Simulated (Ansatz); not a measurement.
A run on `[CH3][AlH][CH](F)F` with other settings.

```yaml
crystal:
  periodic: [false, false, false]
  atoms:
    - {symbol: C, position_ang: [-1.149329, -0.976621, 0.786254]}
    - {symbol: Al, position_ang: [0.634075, -0.279121, 0.466767]}
    - {symbol: C, position_ang: [0.867935, 1.087571, -1.000540]}
    - {symbol: F, position_ang: [0.421787, 0.548175, -2.191189]}
    - {symbol: F, position_ang: [0.055188, 2.171963, -0.731838]}
    - {symbol: H, position_ang: [-1.169391, -2.065276, 0.671198]}
    - {symbol: H, position_ang: [-1.888936, -0.549808, 0.105648]}
    - {symbol: H, position_ang: [-1.471141, -0.767811, 1.811830]}
    - {symbol: H, position_ang: [1.918748, -0.717784, 1.291252]}
    - {symbol: H, position_ang: [1.864064, 1.497515, -1.206284]}
basis:
  gaussian: {orbitals: aug-cc-pVTZ}
hamiltonian: {xc: {name: LC-wPBE}}
output: {forces: true}
```

```sh
$ ansatz run in.yaml --threads 4 --pin off --events-out ev --progress --plain --max-ram 10444MiB
```

It prints (some lines left out):

```
Functional definition: LC-wPBE
1478 factors; their error is unknown
733 factors; integrals over basis functions are off by at most 3.6e-5 eV
mean field evaluation 1: about -14177.4747 eV, gradient 5.2e1 eV
mean field evaluation 2: about -14179.3796 eV, gradient 4.5e1 eV
mean field evaluation 4: about -14182.5676 eV, gradient 2.5e0 eV
mean field evaluation 8: about -14182.5870 eV, gradient 8.3e-2 eV
mean field evaluation 16: about -14182.5437 eV, gradient 4.7e-4 eV
mean field -14182.54371067 eV, -521.1988680937 hartree, gradient 1.3e-5 eV, S^2 0.000000; 0 other end points of the search recorded, 0 dependent functions left out
reference -14182.54371068 eV, -521.1988680941 hartree; 24, 24 occupied and 325, 325 virtual orbitals, 1478 factors
Total energy: -14182.54371068 eV, -521.1988680941 hartree
Atom 0 at    -1.149329    -0.976621     0.786254 Å, force     0.008023    -0.008273     0.012496 eV/Å
Atom 1 at     0.634075    -0.279121     0.466767 Å, force    -0.050828    -0.014349     0.001594 eV/Å
Atom 2 at     0.867935     1.087571    -1.000540 Å, force     0.196229    -0.080590     0.141864 eV/Å
Atom 3 at     0.421787     0.548175    -2.191189 Å, force    -0.038393    -0.029272    -0.099204 eV/Å
Atom 4 at     0.055188     2.171963    -0.731838 Å, force    -0.063918     0.088928     0.005832 eV/Å
Atom 5 at    -1.169391    -2.065276     0.671198 Å, force     0.000892     0.094248     0.006996 eV/Å
Atom 6 at    -1.888936    -0.549808     0.105648 Å, force     0.056539    -0.035820     0.055515 eV/Å
Atom 7 at    -1.471141    -0.767811     1.811830 Å, force     0.026103    -0.015806    -0.089676 eV/Å
Atom 8 at     1.918748    -0.717784     1.291252 Å, force    -0.045828     0.024481    -0.039078 eV/Å
Atom 9 at     1.864064     1.497515    -1.206284 Å, force    -0.088818    -0.023546     0.003662 eV/Å
Dipole moment:     0.150505    -0.235698     0.298989 e Å
```

Run time 7 s (4 threads of an Arm Neoverse V1 on a shared host); peak host memory 1 GiB.
